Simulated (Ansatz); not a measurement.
Ansatz (a program for electronic structure) input (HF/3-21G): The .json file is the Basis Set Exchange's 3-21G.

Ansatz 0.2 input:
```yaml
crystal:
  periodic: [false, false, false]
  atoms:
    - {symbol: C, position_ang: [-1.02135853, 1.62929419, -0.71854200]}
    - {symbol: B, position_ang: [-0.43380141, 0.33798700, -0.10508322]}
    - {symbol: C, position_ang: [-1.32235496, -0.72795587, 0.67347877]}
    - {symbol: O, position_ang: [0.92826575, 0.15301786, -0.27042162]}
    - {symbol: C, position_ang: [1.69485446, -0.96647921, 0.21045122]}
    - {symbol: H, position_ang: [-0.39549837, 2.33371717, -1.24071188]}
    - {symbol: H, position_ang: [-2.06489701, 1.89101884, -0.65970294]}
    - {symbol: H, position_ang: [-2.36770124, -0.44280028, 0.71943226]}
    - {symbol: H, position_ang: [-1.26741344, -1.70852581, 0.19951086]}
    - {symbol: H, position_ang: [-0.97069983, -0.86212700, 1.69696221]}
    - {symbol: H, position_ang: [1.64174040, -1.04077073, 1.28909602]}
    - {symbol: H, position_ang: [1.34245913, -1.89449400, -0.22131377]}
    - {symbol: H, position_ang: [2.71804563, -0.79925076, -0.08681166]}
basis:
  gaussian:
    orbitals: 3-21G.json
hamiltonian:
  xc: {name: HF}
magnetization: {spin_polarized: true, initial_magnetization: 1}
phonons: {temperatures: {t_min: 298.15, t_max: 298.15, t_step: 100}}
```

Output:

```
Functional definition: HF
integrals: 0.02 GiB planned
815 factors; integrals over basis functions are off by at most 6.5e-4 eV
mean field: 0.23 GiB planned
mean field evaluation 1: about -5892.3624 eV, gradient 2.1e1 eV
mean field evaluation 2: about -5892.6323 eV, gradient 2.1e1 eV
mean field evaluation 4: about -5894.9020 eV, gradient 2.8e0 eV
mean field evaluation 8: about -5894.9538 eV, gradient 1.4e-1 eV
mean field -5894.95421846 eV, -216.6355717849 hartree, gradient 1.9e-5 eV, S^2 0.758659; 0 other end points of the search recorded, 0 dependent functions left out
the calculation of the forces begins
reference -5894.95421846 eV, -216.6355717849 hartree; 20, 19 occupied and 41, 42 virtual orbitals, 815 factors
these checks for a lower state are left out or cut short: stability, starts, cluster_reference, orbital_swaps, neighbouring_geometries, increment
integrals: 0.02 GiB planned
815 factors; integrals over basis functions are off by at most 6.5e-4 eV
mean field: 0.23 GiB planned
mean field evaluation 16: about -5894.6413 eV, gradient 6.8e-1 eV
mean field -5894.95403807 eV, -216.6355651559 hartree, gradient 2.3e-6 eV, S^2 0.758639; 0 other end points of the search recorded, 0 dependent functions left out
the calculation of the forces begins
reference -5894.95403807 eV, -216.6355651559 hartree; 20, 19 occupied and 41, 42 virtual orbitals, 815 factors
these checks for a lower state are left out or cut short: stability, starts, cluster_reference, orbital_swaps, neighbouring_geometries, increment
integrals: 0.02 GiB planned
815 factors; integrals over basis functions are off by at most 6.4e-4 eV
mean field: 0.23 GiB planned
mean field evaluation 32: about -5894.9540 eV, gradient 9.7e-5 eV
mean field -5894.95403790 eV, -216.6355651494 hartree, gradient 2.3e-6 eV, S^2 0.758680; 0 other end points of the search recorded, 0 dependent functions left out
the calculation of the forces begins
reference -5894.95403790 eV, -216.6355651494 hartree; 20, 19 occupied and 41, 42 virtual orbitals, 815 factors
these checks for a lower state are left out or cut short: stability, starts, cluster_reference, orbital_swaps, neighbouring_geometries, increment
integrals: 0.02 GiB planned
815 factors; integrals over basis functions are off by at most 6.5e-4 eV
mean field: 0.23 GiB planned
mean field -5894.95410993 eV, -216.6355677965 hartree, gradient 2.3e-6 eV, S^2 0.758669; 0 other end points of the search recorded, 0 dependent functions left out
the calculation of the forces begins
reference -5894.95410993 eV, -216.6355677965 hartree; 20, 19 occupied and 41, 42 virtual orbitals, 815 factors
these checks for a lower state are left out or cut short: stability, starts, cluster_reference, orbital_swaps, neighbouring_geometries, increment
integrals: 0.02 GiB planned
815 factors; integrals over basis functions are off by at most 6.4e-4 eV
mean field: 0.23 GiB planned
mean field -5894.95411058 eV, -216.6355678205 hartree, gradient 2.3e-6 eV, S^2 0.758650; 0 other end points of the search recorded, 0 dependent functions left out
the calculation of the forces begins
reference -5894.95411058 eV, -216.6355678205 hartree; 20, 19 occupied and 41, 42 virtual orbitals, 815 factors
these checks for a lower state are left out or cut short: stability, starts, cluster_reference, orbital_swaps, neighbouring_geometries, increment
integrals: 0.02 GiB planned
815 factors; integrals over basis functions are off by at most 6.5e-4 eV
mean field: 0.23 GiB planned
mean field -5894.95406062 eV, -216.6355659844 hartree, gradient 2.3e-6 eV, S^2 0.758645; 0 other end points of the search recorded, 0 dependent functions left out
the calculation of the forces begins
reference -5894.95406062 eV, -216.6355659844 hartree; 20, 19 occupied and 41, 42 virtual orbitals, 815 factors
these checks for a lower state are left out or cut short: stability, starts, cluster_reference, orbital_swaps, neighbouring_geometries, increment
integrals: 0.02 GiB planned
815 factors; integrals over basis functions are off by at most 6.5e-4 eV
mean field: 0.23 GiB planned
mean field evaluation 64: about -5894.6412 eV, gradient 6.7e-1 eV
mean field -5894.95406135 eV, -216.6355660112 hartree, gradient 2.3e-6 eV, S^2 0.758674; 0 other end points of the search recorded, 0 dependent functions left out
the calculation of the forces begins
reference -5894.95406135 eV, -216.6355660112 hartree; 20, 19 occupied and 41, 42 virtual orbitals, 815 factors
these checks for a lower state are left out or cut short: stability, starts, cluster_reference, orbital_swaps, neighbouring_geometries, increment
integrals: 0.02 GiB planned
815 factors; integrals over basis functions are off by at most 6.5e-4 eV
mean field: 0.23 GiB planned
[...]
mean field: 0.23 GiB planned
mean field -5894.95418527 eV, -216.6355705651 hartree, gradient 2.3e-6 eV, S^2 0.758659; 0 other end points of the search recorded, 0 dependent functions left out
the calculation of the forces begins
reference -5894.95418527 eV, -216.6355705651 hartree; 20, 19 occupied and 41, 42 virtual orbitals, 815 factors
these checks for a lower state are left out or cut short: stability, starts, cluster_reference, orbital_swaps, neighbouring_geometries, increment
integrals: 0.02 GiB planned
815 factors; integrals over basis functions are off by at most 6.5e-4 eV
mean field: 0.23 GiB planned
mean field -5894.95418514 eV, -216.6355705604 hartree, gradient 2.3e-6 eV, S^2 0.758659; 0 other end points of the search recorded, 0 dependent functions left out
the calculation of the forces begins
reference -5894.95418514 eV, -216.6355705604 hartree; 20, 19 occupied and 41, 42 virtual orbitals, 815 factors
these checks for a lower state are left out or cut short: stability, starts, cluster_reference, orbital_swaps, neighbouring_geometries, increment
integrals: 0.02 GiB planned
815 factors; integrals over basis functions are off by at most 6.5e-4 eV
mean field: 0.23 GiB planned
mean field -5894.95419830 eV, -216.6355710441 hartree, gradient 2.3e-6 eV, S^2 0.758658; 0 other end points of the search recorded, 0 dependent functions left out
the calculation of the forces begins
reference -5894.95419830 eV, -216.6355710441 hartree; 20, 19 occupied and 41, 42 virtual orbitals, 815 factors
these checks for a lower state are left out or cut short: stability, starts, cluster_reference, orbital_swaps, neighbouring_geometries, increment
integrals: 0.02 GiB planned
815 factors; integrals over basis functions are off by at most 6.5e-4 eV
mean field: 0.23 GiB planned
mean field evaluation 384: about -5894.6436 eV, gradient 1.8e-3 eV
mean field -5894.95419907 eV, -216.6355710725 hartree, gradient 2.3e-6 eV, S^2 0.758660; 0 other end points of the search recorded, 0 dependent functions left out
the calculation of the forces begins
reference -5894.95419907 eV, -216.6355710725 hartree; 20, 19 occupied and 41, 42 virtual orbitals, 815 factors
these checks for a lower state are left out or cut short: stability, starts, cluster_reference, orbital_swaps, neighbouring_geometries, increment
integrals: 0.02 GiB planned
815 factors; integrals over basis functions are off by at most 6.5e-4 eV
mean field: 0.23 GiB planned
mean field -5894.95419791 eV, -216.6355710296 hartree, gradient 2.3e-6 eV, S^2 0.758660; 0 other end points of the search recorded, 0 dependent functions left out
the calculation of the forces begins
reference -5894.95419791 eV, -216.6355710296 hartree; 20, 19 occupied and 41, 42 virtual orbitals, 815 factors
these checks for a lower state are left out or cut short: stability, starts, cluster_reference, orbital_swaps, neighbouring_geometries, increment
integrals: 0.02 GiB planned
815 factors; integrals over basis functions are off by at most 6.5e-4 eV
mean field: 0.23 GiB planned
mean field -5894.95419774 eV, -216.6355710234 hartree, gradient 2.3e-6 eV, S^2 0.758658; 0 other end points of the search recorded, 0 dependent functions left out
the calculation of the forces begins
reference -5894.95419774 eV, -216.6355710234 hartree; 20, 19 occupied and 41, 42 virtual orbitals, 815 factors
these checks for a lower state are left out or cut short: stability, starts, cluster_reference, orbital_swaps, neighbouring_geometries, increment
integrals: 0.02 GiB planned
815 factors; integrals over basis functions are off by at most 6.5e-4 eV
mean field: 0.23 GiB planned
mean field evaluation 416: about -5894.9541 eV, gradient 9.7e-5 eV
mean field -5894.95410684 eV, -216.6355676830 hartree, gradient 2.3e-6 eV, S^2 0.758658; 0 other end points of the search recorded, 0 dependent functions left out
the calculation of the forces begins
reference -5894.95410684 eV, -216.6355676830 hartree; 20, 19 occupied and 41, 42 virtual orbitals, 815 factors
these checks for a lower state are left out or cut short: stability, starts, cluster_reference, orbital_swaps, neighbouring_geometries, increment
integrals: 0.02 GiB planned
815 factors; integrals over basis functions are off by at most 6.5e-4 eV
mean field: 0.23 GiB planned
mean field -5894.95410552 eV, -216.6355676345 hartree, gradient 2.3e-6 eV, S^2 0.758660; 0 other end points of the search recorded, 0 dependent functions left out
the calculation of the forces begins
reference -5894.95410552 eV, -216.6355676345 hartree; 20, 19 occupied and 41, 42 virtual orbitals, 815 factors
these checks for a lower state are left out or cut short: stability, starts, cluster_reference, orbital_swaps, neighbouring_geometries, increment
integrals: 0.02 GiB planned
815 factors; integrals over basis functions are off by at most 6.5e-4 eV
mean field: 0.23 GiB planned
mean field -5894.95418835 eV, -216.6355706784 hartree, gradient 2.3e-6 eV, S^2 0.758659; 0 other end points of the search recorded, 0 dependent functions left out
the calculation of the forces begins
reference -5894.95418835 eV, -216.6355706784 hartree; 20, 19 occupied and 41, 42 virtual orbitals, 815 factors
these checks for a lower state are left out or cut short: stability, starts, cluster_reference, orbital_swaps, neighbouring_geometries, increment
integrals: 0.02 GiB planned
815 factors; integrals over basis functions are off by at most 6.5e-4 eV
mean field: 0.23 GiB planned
mean field -5894.95418985 eV, -216.6355707333 hartree, gradient 2.3e-6 eV, S^2 0.758659; 0 other end points of the search recorded, 0 dependent functions left out
the calculation of the forces begins
reference -5894.95418985 eV, -216.6355707333 hartree; 20, 19 occupied and 41, 42 virtual orbitals, 815 factors
these checks for a lower state are left out or cut short: stability, starts, cluster_reference, orbital_swaps, neighbouring_geometries, increment
integrals: 0.02 GiB planned
815 factors; integrals over basis functions are off by at most 6.5e-4 eV
mean field: 0.23 GiB planned
mean field evaluation 448: about -5894.6414 eV, gradient 6.7e-1 eV
mean field -5894.95415541 eV, -216.6355694678 hartree, gradient 2.3e-6 eV, S^2 0.758659; 0 other end points of the search recorded, 0 dependent functions left out
the calculation of the forces begins
reference -5894.95415541 eV, -216.6355694678 hartree; 20, 19 occupied and 41, 42 virtual orbitals, 815 factors
these checks for a lower state are left out or cut short: stability, starts, cluster_reference, orbital_swaps, neighbouring_geometries, increment
integrals: 0.02 GiB planned
815 factors; integrals over basis functions are off by at most 6.5e-4 eV
mean field: 0.23 GiB planned
mean field -5894.95415482 eV, -216.6355694462 hartree, gradient 2.3e-6 eV, S^2 0.758659; 0 other end points of the search recorded, 0 dependent functions left out
the calculation of the forces begins
reference -5894.95415482 eV, -216.6355694462 hartree; 20, 19 occupied and 41, 42 virtual orbitals, 815 factors
Total energy: -5894.95421846 eV, -216.6355717849 hartree
Atom 0 at    -1.021359     1.629294    -0.718542 Å, force    -0.000274     0.000029     0.000038 eV/Å
Atom 1 at    -0.433801     0.337987    -0.105083 Å, force    -0.000615    -0.000024     0.000136 eV/Å
Atom 2 at    -1.322355    -0.727956     0.673479 Å, force     0.000441    -0.000091    -0.000036 eV/Å
Atom 3 at     0.928266     0.153018    -0.270422 Å, force    -0.000675     0.000266    -0.000017 eV/Å
Atom 4 at     1.694854    -0.966479     0.210451 Å, force     0.000959    -0.000284    -0.000029 eV/Å
Atom 5 at    -0.395498     2.333717    -1.240712 Å, force     0.000074    -0.000020    -0.000004 eV/Å
Atom 6 at    -2.064897     1.891019    -0.659703 Å, force     0.000189    -0.000118     0.000029 eV/Å
Atom 7 at    -2.367701    -0.442800     0.719432 Å, force     0.000049     0.000124    -0.000080 eV/Å
Atom 8 at    -1.267413    -1.708526     0.199511 Å, force     0.000063     0.000236     0.000022 eV/Å
Atom 9 at    -0.970700    -0.862127     1.696962 Å, force     0.000015     0.000097    -0.000225 eV/Å
Atom 10 at     1.641740    -1.040771     1.289096 Å, force    -0.000158     0.000031     0.000040 eV/Å
Atom 11 at     1.342459    -1.894494    -0.221314 Å, force    -0.000166     0.000009     0.000001 eV/Å
Atom 12 at     2.718046    -0.799251    -0.086812 Å, force     0.000096    -0.000256     0.000126 eV/Å
Dipole moment:     0.044885    -0.286260     0.152908 e Å
Vibrations: 65.14 106.48 181.02 226.24 293.30 328.15 477.75 490.62 731.25 742.87 891.41 958.56 1006.38 1140.03 1260.47 1269.00 1311.92 1469.87 1523.18 1592.62 1631.31 1646.27 1653.08 1682.16 1686.64 3155.31 3193.08 3204.38 3248.70 3257.24 3274.88 3298.85 3357.44 cm⁻¹, zero-point energy 3.121649 eV
```

The blocks after the first are displaced geometries, from whose forces the wavenumbers follow.
